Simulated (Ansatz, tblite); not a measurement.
Spin states of Mg2O2⁻, each relaxed with B3LYP-D4/def2-TZVPD in Ansatz. Electronic energies in the gas phase.

The xTB rows come from tblite. Correlated methods freeze 4 core orbitals; core or outer-core shells of Mg are correlated, in sets that lack core-valence functions. The structure comes from a short search, and lower isomers may exist.

Doublet geometry (D2h within 0.1 Å):

```xyz
4

Mg    1.079    0.217    0.552
Mg   -1.079   -0.216   -0.552
O     0.609   -1.039   -0.783
O    -0.609    1.039    0.784
```

Quartet geometry (D2h within 0.1 Å):

```xyz
4

Mg    0.210   -1.213   -0.772
Mg   -0.215    1.213    0.771
O     0.213    0.687   -1.021
O    -0.208   -0.687    1.023
```

⟨S²⟩: doublet 0.77 at PBE0-D4/def2-TZVPD (pure 0.75), quartet 3.77 at PBE0-D4/def2-TZVPD (pure 3.75).

Run but left out: HF/STO-3G, HF/def2-TZVPD, HF/def2-TZVPPD, MP2/def2-TZVPD, MP2/def2-TZVPPD, CCSD/def2-TZVPPD, CCSD(T)/def2-TZVPPD (doublet: ⟨S²⟩ 1.32 to 1.49, where a pure state has 0.75).

Only these spin states were relaxed.

Task: Estimate which spin state lies lowest at each of these levels, and by how much: GFN1-xTB; GFN2-xTB; PBE-D4/def2-TZVPD; revPBE-D4/def2-TZVPD; r2SCAN-D4/def2-TZVPD; PBE0-D4/def2-TZVPD; CAM-B3LYP-D4/def2-TZVPD; B2PLYP/def2-TZVPD.

Result: 
| level | quartet − doublet (kcal/mol) | lowest of these | remarks |
| --- | --- | --- | --- |
| GFN1-xTB | 53.7 | doublet | – |
| GFN2-xTB | 66.2 | doublet | – |
| PBE-D4/def2-TZVPD | 25.4 | doublet | HOMO above zero (doublet), HOMO above zero (quartet) |
| revPBE-D4/def2-TZVPD | 22.9 | doublet | HOMO above zero (doublet), HOMO above zero (quartet) |
| r2SCAN-D4/def2-TZVPD | 21.7 | doublet | HOMO above zero (doublet), HOMO above zero (quartet) |
| PBE0-D4/def2-TZVPD | 21.3 | doublet | HOMO above zero (doublet) |
| CAM-B3LYP-D4/def2-TZVPD | 23.3 | doublet | – |
| B2PLYP/def2-TZVPD | 28.5 | doublet | – |

Change of the quartet − doublet gap on mixing in exact exchange, in kcal/mol: PBE to PBE0 (25 % exact exchange) -4.0. The xTB methods have no term that favours high spin, so they put low spin too low.
